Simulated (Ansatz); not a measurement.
Ansatz (a first-principles code) input:

Ansatz 0.2 input:
```yaml
crystal:
  periodic: [false, false, false]
  atoms:
    - {symbol: C, position_ang: [1.93558806, 0.24441859, -0.88815387]}
    - {symbol: C, position_ang: [1.28826283, 0.98853107, 0.06136010]}
    - {symbol: C, position_ang: [0.17350191, 0.61527503, 0.78657200]}
    - {symbol: C, position_ang: [-0.54995763, -0.67801437, 0.65600929]}
    - {symbol: C, position_ang: [-1.75869706, -0.53877669, -0.28107294]}
    - {symbol: H, position_ang: [2.79948057, 0.63042652, -1.39802660]}
    - {symbol: H, position_ang: [1.61029616, -0.74208048, -1.16432833]}
    - {symbol: H, position_ang: [1.68676596, 1.97534726, 0.26839509]}
    - {symbol: H, position_ang: [-0.25187206, 1.33087001, 1.47497979]}
    - {symbol: H, position_ang: [-0.90820287, -0.99493956, 1.63914888]}
    - {symbol: H, position_ang: [0.11265786, -1.45237911, 0.26847660]}
    - {symbol: H, position_ang: [-2.44525624, 0.21662941, 0.09430324]}
    - {symbol: H, position_ang: [-1.42913093, -0.24110578, -1.27366237]}
    - {symbol: H, position_ang: [-2.28942325, -1.48480658, -0.35646672]}
basis:
  gaussian:
    orbitals: def2-TZVP
hamiltonian:
  xc: b3lyp
  dispersion: d3bj
magnetization: {spin_polarized: true, initial_magnetization: 1}
relax: {f_tol: 0.002, max_steps: 150}
```

What final total energy does it print?

-195.98767 Eh (B3LYP-D3(BJ)/def2-TZVP). The basis has 209 functions.

It need not be the lowest isomer of its formula.
